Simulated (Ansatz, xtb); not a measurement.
# Relaxing a trial structure of CH2BF3

The starting geometry of this gas-phase singlet was built from a drawn formula by distance geometry and a force field; its bonds are those of `F[BH2-][C+](F)F`.

```yaml
atoms:
  - { symbol: C, position_ang: [-1.5777, -2.2062, -0.1116] }
  - { symbol: B, position_ang: [-0.5396, -1.0678, -0.1895] }
  - { symbol: F, position_ang: [-1.0316, -0.0329, -1.0799] }
  - { symbol: F, position_ang: [-2.8463, -1.9822, 0.3585] }
  - { symbol: F, position_ang: [-1.2053, -3.4788, -0.4742] }
  - { symbol: H, position_ang: [-0.4154, -0.5607, 0.9327] }
  - { symbol: H, position_ang: [0.5096, -1.4350, -0.5808] }
```

Q: Where would you expect an optimisation with r2SCAN-D4/def2-SVP to take it?

A: It rearranges to `FBC(F)F`. Contacts that open: B2–H6 (1.24 → 2.28 Å). Contacts that close: C1–H6 (2.27 → 1.11 Å).

The energy falls by 2.57 eV over 22 steps:

```tsv
step	E − E(last) (eV)
1	2.570
3	1.558
6	1.118
8	0.853
10	0.352
13	0.031
15	0.004
17	0.001
20	0.000
22	0.000
```

Final geometry (Å):

```yaml
atoms:
  - { symbol: C, position_ang: [-1.3489, -1.9286, 0.2679] }
  - { symbol: B, position_ang: [-0.4867, -0.9698, -0.6742] }
  - { symbol: F, position_ang: [-1.0938, 0.0153, -1.2981] }
  - { symbol: F, position_ang: [-2.6856, -1.7001, 0.1314] }
  - { symbol: F, position_ang: [-1.0962, -3.2274, -0.1025] }
  - { symbol: H, position_ang: [-1.0974, -1.8360, 1.3457] }
  - { symbol: H, position_ang: [0.7024, -1.1170, -0.8150] }
```

From the same start GFN2-xTB reaches the same bonding as this run.

The end wasn't checked by frequencies. Run with Ansatz 0.2.0, 83 s on 1 thread of Intel(R) Xeon(R) Processor @ 2.50GHz (Skylake/Cascade Lake), on a shared host.
